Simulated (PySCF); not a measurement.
**How methods differ on the ionisation energy of Br²¹⁺**

Br²¹⁺ [Ne] 3s2 3p2 (3P) → Br²²⁺ [Ne] 3s2 3p1 (2P), as a difference of total energies. Computed with PySCF 2.14 in an uncontracted even-tempered set (18 s from 2.1 bohr⁻², ratio 2.5; 12 p from 2.7 bohr⁻², ratio 2.5; 5 d from 12 bohr⁻², ratio 2.7; 4 f from 18 bohr⁻², ratio 2.7), with the spin-free X2C one-electron Hamiltonian (Gaussian nucleus). Correlated levels: outer shells: 1s2 frozen; virtual orbitals above 40 to 60 times the deepest correlated orbital energy dropped. The calculations carry no spin-orbit coupling.

| method | ionisation energy (eV) |
| --- | --- |
| UHF | 914.99 |
| MP2 (outer shells) | 915.58 |
| SCS-MP2 (outer shells) | 915.39 |
| CCSD (outer shells) | 915.49 |
| CCSD(T) (outer shells) | 915.49 |

Task: How much does correlation contribute at CCSD(T) (outer shells)?

Result: 915.49 − (914.99) = 0.50 eV, measured against UHF.

Spin-orbit coupling is strong in these open shells (close to jj coupling). The scalar numbers leave it out and a first-order estimate fails, so it can dominate the gap to the real levels.

Breit and QED terms and the two-electron picture change are absent.

For comparison: 920.8 ± 2.2 eV (semi-empirical (NIST evaluation); NIST Atomic Spectra Database, ionization energies).
